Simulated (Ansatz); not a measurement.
Consider the redistribution: `[OH][Ti]([SH])([Cl])[Cl]` + `CB(C)Cl` → `[SH][Ti]([Cl])([Cl])[Cl]` + `CB(C)O`.

Computed with Ansatz on PBE0-D4/def2-TZVP structures; ΔE is electronic, products minus reactants. CCSD(T)/CBS is the MP2 limit (def2-TZVPP, def2-QZVPP) plus CCSD(T) − MP2 in def2-TZVPP, frozen cores. Functionals use def2-TZVPP. For Ti outer-core shells are correlated without core-valence functions, which leaves a few kJ/mol of doubt a bond. Scalar relativity is left out up to krypton. One conformer a species, not always the lowest.

`[OH][Ti]([SH])([Cl])[Cl]`:

Z-matrix (Å, degrees):
```
Ti
S 1 2.268
Cl 1 2.192 2 109.9
O 1 1.744 2 104.3 3 120.4
Cl 1 2.188 2 109.5 3 -120.1
H 2 1.349 1 90.9 3 58.6
H 4 0.958 1 149.2 2 117.1
```

`CB(C)Cl`:

Z-matrix (Å, degrees):
```
C
B 1 1.558
H 1 1.093 2 112.6
H 1 1.099 2 107.0 3 -116.3
H 1 1.091 2 114.0 3 126.1
C 2 1.558 1 123.9 3 26.8
Cl 2 1.771 1 118.0 3 -153.2
H 6 1.093 2 112.5 1 27.0
H 6 1.091 2 114.0 1 153.1
H 6 1.099 2 107.0 1 -89.2
```

`[SH][Ti]([Cl])([Cl])[Cl]`:

Z-matrix (Å, degrees):
```
Ti
Cl 1 2.162
Cl 1 2.173 2 112.3
S 1 2.254 2 104.5 3 118.3
Cl 1 2.173 2 112.4 3 -123.4
H 4 1.350 1 90.3 2 179.5
```

`CB(C)O`:

Cartesian coordinates in Å:
```
C -0.060 -1.077 -1.032
B -0.378 -0.041 0.102
C 0.717 0.944 0.665
O -1.652 -0.029 0.587
H -0.850 -1.818 -1.164
H 0.063 -0.547 -1.985
H 0.888 -1.595 -0.857
H 0.326 1.740 1.307
H 1.444 0.374 1.257
H 1.291 1.408 -0.141
H -1.789 0.641 1.261
```

Task: Is it downhill or uphill in electronic energy at CCSD(T)/CBS, and by how much? (Best estimate.)

Result: Ansatz gave: Downhill: ΔE = -55.2 kJ/mol.

Task: What do these levels give: r2SCAN0-D4, BHLYP-D4, ωB97X-V, revPBE, r2SCANh, CCSD(T)/def2-TZVPP? (An estimate is asked.)

Result: The calculation gave: r2SCAN0-D4 -52.7, BHLYP-D4 -53.6, ωB97X-V -44.2, revPBE -51.4, r2SCANh -53.4, CCSD(T)/def2-TZVPP -53.8 kJ/mol.

Task: What do rigid-rotor, harmonic-oscillator terms from PBE0-D4/def2-TZVP frequencies (298.15 K, 1 bar) make of the CCSD(T)/CBS value? (Best estimate.)

Result: The calculation gave: ΔZPE = +7.8 kJ/mol, ΔH = -49.1 kJ/mol, ΔS = -6 J/(mol·K), ΔG = -47.3 kJ/mol.

Largest T1 diagnostic among the species: 0.026, so the coupled-cluster value is less sure than usual.

At CCSD(T), def2-SVP lies +3.1 kJ/mol from the extrapolated value and def2-TZVPP +1.4 kJ/mol. Leaving LDA and LC-ωPBE aside and taking each functional with its dispersion term where it has one, the values, not all of them listed here, spread over 15.5 kJ/mol, from B2PLYP to ωB97X-V.
